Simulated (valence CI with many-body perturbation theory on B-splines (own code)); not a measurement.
Energy levels of Hf

Level of theory: configuration interaction combined with many-body perturbation theory (CI+MBPT): four valence electrons over a frozen Dirac-Fock core [Xe] 4f14, radial functions for each j: 7 s, 7 p, 8 d, 6 f, 4 g, 1 h, with the one-electron correlation potential Σ1 (screened to all orders), the two-electron term Σ2, the three-electron term Σ3, Breit, model QED; selected single and double excitations, second order for the rest, scaled by the run's own slope (own B-spline code, finite nucleus).

Against 28 measured levels this calculation errs by 252 cm⁻¹ on average and by 727 at most. These come from a selection out of the NIST Handbook of Basic Atomic Spectroscopic Data. Levels without a partner in it may be off by more, other configurations by 1,000 to 4,000 cm⁻¹. Among the levels kept, up to 870 cm⁻¹ of a level comes from second order outside the variational space, and about a tenth of that is noise between levels of different J, which matters for small intervals.

Levels 181 to 222 of 222, with energies above the lowest level, 5d2.6s2 3F_2. "Leading %" is the weight of the configuration and term that name the level; weights of strongly mixed levels are sums over their largest components and can fall short. In the jj column 3d3/2^4 stands for four electrons in 3d with j = 3/2.

| No. | Configuration | Term | J | E (cm⁻¹) | Leading % | Leading jj | g | Second component |
| --- | --- | --- | --- | --- | --- | --- | --- | --- |
| 181 | 5d2.6s.7s | 3F | 3 | 43402 | 30 | 5d3/2 6s^2 6d5/2 (38 %) | 1.085 | 15 % 5d.6s2.6d 1F |
| 182 | 5d2.6s.6p | 1G° | 4 | 43577 | 61 | 5d3/2 5d5/2 6s 6p3/2 (39 %) | 1.030 | 15 % 5d3.6p 1G° |
| 183 | 5d2.6s.7s | 5F | 5 | 43604 | 93 | 5d5/2^2 6s 7s (65 %) | 1.397 |  |
| 184 | 5d.6s2.7p | 3P° | 0 | 43652 | 25 | 5d3/2 6s^2 7p3/2 (25 %) |  | 23 % 5d2.6s.6p 3P° |
| 185 | 5d.6s.6p2 | 5D | 1 | 43655 | 62 | 5d3/2 6s 6p1/2 6p3/2 (56 %) | 1.473 | 7 % 6s2.6p2 3P |
| 186 | 5d.6s.6p2 | 5F | 4 | 43871 | 56 | 5d5/2 6s 6p1/2 6p3/2 (24 %) | 1.267 | 9 % 5d.6s2.6d 3G |
| 187 | 5d2.6s.6p | 3P° | 1 | 43887 | 30 | 5d3/2 5d5/2 6s 6p3/2 (20 %) | 1.427 | 10 % 5d.6s2.7p 3P° |
| 188 | 5d3.6p | 5F° | 3 | 43918 | 72 | 5d3/2^2 5d5/2 6p3/2 (29 %) | 1.214 | 7 % 5d2.6s.7p 5F° |
| 189 | 5d4 | 3H | 4 | 43955 | 41 | 5d3/2^3 5d5/2 (40 %) | 0.942 | 10 % 5d.6s2.6d 3G |
| 190 | 5d.6s2.7p | 3F° | 3 | 44073 | 27 | 5d5/2 6s^2 7p1/2 (26 %) | 1.042 | 9 % 5d2.6s.7p 3F° |
| 191 | 5d2.6s.6p | 1P° | 1 | 44120 | 21 | 5d5/2 6s^2 7p3/2 (25 %) | 1.244 | 18 % 5d.6s2.7p 3P° |
| 192 | 5d.6s2.6d | 3P | 0 | 44194 | 28 | 5d3/2 6s^2 6d3/2 (37 %) |  | 17 % 5d4 3P |
| 193 | 5d3.6p | 5D° | 0 | 44250 | 66 | 5d3/2^3 6p3/2 (38 %) |  | 6 % 5d2.6s.6p 3P° |
| 194 | 5d2.6s.6p | 1D° | 2 | 44422 | 16 | 5d5/2^2 6s 6p3/2 (26 %) | 1.220 | 14 % 5d.6s2.7p 3P° |
| 195 | 5d2.6s.7s | 3F | 4 | 44508 | 53 | 5d5/2^2 6s 7s (41 %) | 1.244 | 11 % 5d.6s.6p2 5F |
| 196 | 5d3.6p | 5D° | 1 | 44509 | 68 | 5d3/2^2 5d5/2 6p3/2 (33 %) | 1.454 | 5 % 5d2.6s.7p 5D° |
| 197 | 5d4 | 3G | 3 | 44555 | 20 | 5d3/2^2 5d5/2^2 (23 %) | 1.012 | 19 % 5d4 3F |
| 198 | 5d.6s.6p2 | 5D | 2 | 44569 | 50 | 5d3/2 6s 6p1/2 6p3/2 (34 %) | 1.335 | 8 % 6s2.6p2 3P |
| 199 | 5d4 | 3P | 1 | 44614 | 27 | 5d3/2 5d5/2^3 (14 %) | 1.476 | 12 % 5d2.6s.6d 3P |
| 200 | 5d4 | 3F | 2 | 44614 | 36 | 5d3/2^2 5d5/2^2 (22 %) | 0.777 | 5 % 5d.6s.6p2 3F |
| 201 | 5d3.6p | 5F° | 4 | 44840 | 65 | 5d3/2^2 5d5/2 6p3/2 (30 %) | 1.287 | 11 % 5d3.6p 3G° |
| 202 | 5d2.6s.7p | 5G° | 2 | 44906 | 60 | 5d3/2^2 6s 7p1/2 (45 %) | 0.583 | 8 % 5d.6s2.7p 1D° |
| 203 | 5d3.6p | 5G° | 6 | 44929 | 90 | 5d3/2 5d5/2^2 6p3/2 (47 %) | 1.324 |  |
| 204 | 5d3.6p | 5D° | 2 | 45026 | 60 | 5d3/2^2 5d5/2 6p3/2 (29 %) | 1.346 | 8 % 5d2.6s.7p 5D° |
| 205 | 5d.6s2.7p | 3D° | 3 | 45243 | 33 | 5d5/2 6s^2 7p3/2 (22 %) | 1.272 | 12 % 5d2.6s.7p 3D° |
| 206 | 5d4 | 3H | 5 | 45252 | 50 | 5d3/2^2 5d5/2^2 (59 %) | 1.094 | 11 % 5d4 3G |
| 207 | 5d2.6s.7p | 5F° | 2 | 45320 | 20 | 5d3/2^2 6s 7p3/2 (23 %) | 0.953 | 15 % 5d.6s2.7p 1D° |
| 208 | 5d.6s.6p2 | 5D | 3 | 45331 | 26 | 5d5/2 6s 6p1/2^2 (12 %) | 1.135 | 13 % 5d4 3G |
| 209 | 5d2.6s.7p | 5F° | 1 | 45363 | 72 | 5d3/2^2 6s 7p1/2 (46 %) | 0.078 | 9 % 5d2.6s.7p 3D° |
| 210 | 5d.6s2.7p | 3F° | 4 | 45418 | 44 | 5d5/2 6s^2 7p3/2 (44 %) | 1.231 | 17 % 5d2.6s.7p 3F° |
| 211 | 5d.6s2.6d | 3D | 3 | 45524 | 30 | 5d5/2 6s^2 6d5/2 (42 %) | 1.183 | 13 % 5d.6s2.6d 1F |
| 212 | 5d.6s2.6d | 1G | 4 | 45581 | 21 | 5d5/2 6s^2 6d3/2 (30 %) | 1.012 | 10 % 5d2.6s.6d 1G |
| 213 | 5d.6s2.6d | 1P | 1 | 45586 | 22 | 5d5/2 6s^2 6d5/2 (42 %) | 1.410 | 13 % 5d.6s2.6d 3S |
| 214 | 5d.6s2.8s | 3D | 1 | 45594 | 64 | 5d3/2 6s^2 8s (64 %) | 0.516 | 12 % 5d2.6s.8s 3D |
| 215 | 5d2.6s.6d | 5G | 2 | 45604 | 38 | 5d3/2^2 6s 6d3/2 (34 %) | 0.776 | 12 % 5d.6s2.8s 3D |
| 216 | 5d2.6s.6d | 5G | 3 | 45665 | 22 | 5d3/2^2 6s 6d3/2 (28 %) | 1.033 | 11 % 5d.6s.6p2 5D |
| 217 | 5d2.6s.6d | 3F | 2 | 45675 | 20 | 5d3/2 6s^2 8s (27 %) | 0.989 | 16 % 5d.6s2.8s 3D |
| 218 | 5d2.6s.7p | 5G° | 3 | 45707 | 54 | 5d3/2^2 6s 7p3/2 (46 %) | 0.942 | 15 % 5d2.6s.7p 3G° |
| 219 | 5d.6s2.6d | 3G | 5 | 45715 | 42 | 5d5/2 6s^2 6d5/2 (42 %) | 1.167 | 16 % 5d4 3H |
| 220 | 5d2.6s.7p | 5D° | 0 | 45736 | 70 | 5d3/2^2 6s 7p3/2 (50 %) |  | 17 % 5d3.6p 5D° |
| 221 | 5d2.6s.6d | 5H | 3 | 45776 | 57 | 5d3/2^2 6s 6d3/2 (48 %) | 0.774 | 11 % 5d.6s.6p2 5D |
| 222 | 5d2.6s.7p | 3F° | 2 | 45805 | 33 | 5d3/2^2 6s 7p3/2 (30 %) | 0.876 | 11 % 5d3.6p 3F° |

Names give the largest LS component (configuration and term), which can be under half, so a name can repeat, a term be missing and a line seem to break the LS rules; names also repeat where a configuration has a term twice.

Where two levels of one J and parity lie close, their mixing, g and order are uncertain.
